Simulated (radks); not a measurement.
These are the eigenvalues of the occupied orbitals of an atom or ion with whole-number occupations (eV). All-electron calculation, Dirac Kohn-Sham, PBE, spin-unpolarised, spherical densities, point nucleus. Program: a radial shooting solver on a logarithmic mesh with Libxc functionals.

| orbital | eigenvalue |
|---|---|
| 1s1/2 | -10546.78 |

Which element is it, and in what charge state? The configuration may be excited. Open shells, if any, are shared by 2j + 1.

Answer. Z = 28, nickel, charge +27: Ni27+ in 1s1. The 1s level, -387.59 hartree, gives Z - s = 27.8 by -(Z - s)^2/2, which with screening and relativity narrows Z to a few neighbours, and the depths must fix Z and the occupations together.
